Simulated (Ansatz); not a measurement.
`[F][Al]([SH])[Cl]` + H₂O → `[OH][Al]([F])[Cl]` + H₂S at 500 K and 1 bar (formal hydrolysis of the Al–S bond).

Program: Ansatz. Geometries: PBE0-D4/def2-TZVP. ΔE: electronic, gas phase. CCSD(T)/CBS is the MP2 limit (def2-TZVPP, def2-QZVPP) plus CCSD(T) − MP2 in def2-TZVPP, frozen cores. This one scheme is used for every species. One conformer a species, not always the lowest.

```tsv
species	CCSD(T)/CBS energy (Eh)	H − E (kJ/mol)	S (J/(mol·K))
`[F][Al]([SH])[Cl]`	-1200.16071	71.4	371.1
H₂O	-76.37941	73.2	206.3
`[OH][Al]([F])[Cl]`	-877.57483	80.4	353.9
H₂S	-398.97279	57.0	224.0
```

H − E and S are ideal-gas, rigid-rotor, harmonic terms from PBE0-D4/def2-TZVP, for one conformer and one mirror image of each species. 1 Eh = 2625.50 kJ/mol, R = 8.31446 J/(mol·K).

**Question.** By hand: ΔE, ΔH, ΔS and ΔG.

**Answer.** ΔE = (-877.57483) + (-398.97279) − (-1200.16071) − (-76.37941) = -0.00750 Eh = -19.7 kJ/mol. Δ(H − E) = 80.4 + 57.0 − 71.4 − 73.2 = -7.2, so ΔH = -26.9 kJ/mol. ΔS = 353.9 + 224.0 − 371.1 − 206.3 = 0.5 J/(mol·K). ΔG = -26.9 − 500 × (0.5)/1000 = -27.1 kJ/mol.

**Question.** By hand: the equilibrium constant, and the temperature at which ΔG would vanish if ΔH and ΔS stayed fixed.

**Answer.** log₁₀ K = −ΔG/(RT ln 10) = 2.8. ΔH and −TΔS have one sign here, so there is no such temperature.

The number of gas molecules stays the same, so ΔS is small and ΔH decides. A doubt of 5 kJ/mol in ΔE shifts log₁₀ K by 0.5 here. Other conformers and mirror images would add mixing entropy, several J/(mol·K) or more a flexible species. These are equilibria of isolated gas molecules and say nothing of rates. Largest T1 diagnostic: 0.011 (customary marks: 0.02 for closed shells, 0.045 for open ones).

ΔS is within the doubt of such terms, so its sign, and with it that verdict, could turn.
